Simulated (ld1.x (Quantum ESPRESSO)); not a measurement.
**An all-electron radial function and its pseudo partner (Al (Z = 13))**

Columns: radius, all-electron u(r) and pseudo u(r) of the 2s shell (level -107.49 eV) of aluminium in the configuration [He] 2s2 2p6 3s2 3p1; BLYP, non-relativistic, TM scheme, ld1.x (Quantum ESPRESSO) 7.5.

| r (bohr) | all-electron | pseudo |
| --- | --- | --- |
| 0.045 | 0.5663 | -0.1659 |
| 0.090 | 0.5275 | -0.3290 |
| 0.135 | 0.2397 | -0.4866 |
| 0.180 | -0.1179 | -0.6359 |
| 0.225 | -0.4591 | -0.7744 |
| 0.270 | -0.7472 | -0.8995 |
| 0.315 | -0.9706 | -1.0088 |
| 0.360 | -1.1303 | -1.0998 |
| 0.405 | -1.2335 | -1.1706 |
| 0.450 | -1.2893 | -1.2196 |
| 0.495 | -1.3072 | -1.2458 |
| 0.540 | -1.2957 | -1.2496 |
| 0.585 | -1.2624 | -1.2322 |
| 0.630 | -1.2134 | -1.1964 |
| 0.675 | -1.1537 | -1.1457 |
| 0.720 | -1.0873 | -1.0843 |
| 0.765 | -1.0172 | -1.0164 |
| 0.810 | -0.9458 | -0.9457 |
| 0.855 | -0.8748 | -0.8748 |
| 0.900 | -0.8056 | -0.8056 |
| 0.945 | -0.7390 | -0.7390 |
| 0.990 | -0.6756 | -0.6756 |
| 1.035 | -0.6158 | -0.6158 |
| 1.080 | -0.5600 | -0.5600 |
| 1.125 | -0.5080 | -0.5080 |
| 1.170 | -0.4599 | -0.4599 |

Question: How many radial nodes do the two functions have?

Answer: The all-electron 2s function has n − l − 1 = 1; the pseudo-wave has 0, since the states of the same l below it are removed with the core.

Question: At about which radius was the pseudo-wave matched?

Answer: 0.90 bohr. The columns agree to 0.0005 from 0.81 bohr on; several derivatives are matched, so the curves merge somewhat inside the radius.

Question: Is the pseudo-wave norm-conserving?

Answer: Yes: the TM scheme keeps the norm inside the radius equal to the all-electron one, which fixes the energy derivative of the logarithmic derivative at the level.
